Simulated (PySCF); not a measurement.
Indirect couplings

Bonds (- single, = double, # triple, : aromatic): C1-N2, N2-C3, C3:C4, C4:C5, C5:C6, C6:C7, C7:N8, N8:C3. C1 carries H9, H10, H11; N2 carries H12; C4 carries H13; C5 carries H14; C6 carries H15; C7 carries H16.

Couplings: B3LYP/pcJ-1 (spin–dipole term only in couplings to heteroatoms) in PySCF, geometry GFN2-xTB; gas phase, one conformer, non-relativistic. Couplings are averaged over pairs made equivalent by symmetry, fast rotation or ring inversion, so a value needn't be that of the named pair in this geometry, while other rotamers aren't included; one pair stands for each set, and the list holds a selection of those of at least 1.5 Hz over up to four bonds.

Isotopes: $^{13}$C, $^{1}$H, $^{15}$N.

```json
{"pair": "C1, N2", "bonds": "1", "J (Hz)": "-12.7"}
{"pair": "C1, H9", "bonds": "1", "J (Hz)": "140.2"}
{"pair": "N2, C3", "bonds": "1", "J (Hz)": "-23.2"}
{"pair": "N2, H12", "bonds": "1", "J (Hz)": "-95.7"}
{"pair": "C3, C4", "bonds": "1", "J (Hz)": "?"}
{"pair": "C3, N8", "bonds": "1", "J (Hz)": "?"}
{"pair": "C4, C5", "bonds": "1", "J (Hz)": "65.3"}
{"pair": "C4, H13", "bonds": "1", "J (Hz)": "164.8"}
{"pair": "C5, C6", "bonds": "1", "J (Hz)": "?"}
{"pair": "C5, H14", "bonds": "1", "J (Hz)": "164.2"}
{"pair": "C6, C7", "bonds": "1", "J (Hz)": "?"}
{"pair": "C6, H15", "bonds": "1", "J (Hz)": "168.7"}
{"pair": "C7, N8", "bonds": "1", "J (Hz)": "-3.7"}
{"pair": "C7, H16", "bonds": "1", "J (Hz)": "179.6"}
{"pair": "C1, H12", "bonds": "2", "J (Hz)": "4.3"}
{"pair": "N2, C4", "bonds": "2", "J (Hz)": "?"}
{"pair": "C6, N8", "bonds": "2", "J (Hz)": "2.8"}
{"pair": "N2, C7", "bonds": "3", "J (Hz)": "-3.2"}
{"pair": "C3, H9", "bonds": "3", "J (Hz)": "?"}
{"pair": "C3, H16", "bonds": "3", "J (Hz)": "?"}
{"pair": "C4, C7", "bonds": "3", "J (Hz)": "9.5"}
{"pair": "C5, N8", "bonds": "3", "J (Hz)": "-2.5"}
{"pair": "C7, H14", "bonds": "3", "J (Hz)": "7.6"}
{"pair": "H13, H14", "bonds": "3", "J (Hz)": "9.3"}
{"pair": "H15, H16", "bonds": "3", "J (Hz)": "?"}
{"pair": "C4, H16", "bonds": "4", "J (Hz)": "-1.6"}
```

Question: Estimate the withheld couplings, with signs.

Answer: 
- $^{1}J$(C3,C4) = 69.0 Hz (bond length 1.404 Å)
- $^{1}J$(C3,N8) = -5.7 Hz (bond length 1.336 Å)
- $^{1}J$(C5,C6) = 60.5 Hz (bond length 1.390 Å)
- $^{1}J$(C6,C7) = 61.8 Hz (bond length 1.383 Å)
- $^{2}J$(N2,C4) = -4.7 Hz (angle at C3 123°)
- $^{3}J$(C3,H9) = 3.6 Hz (mean over equivalent pairs that range from 0.2 to 9.6 Hz in this conformer)
- $^{3}J$(C3,H16) = 12.1 Hz (dihedral angle 180°)
- $^{3}J$(H15,H16) = 5.6 Hz (dihedral angle 0°)
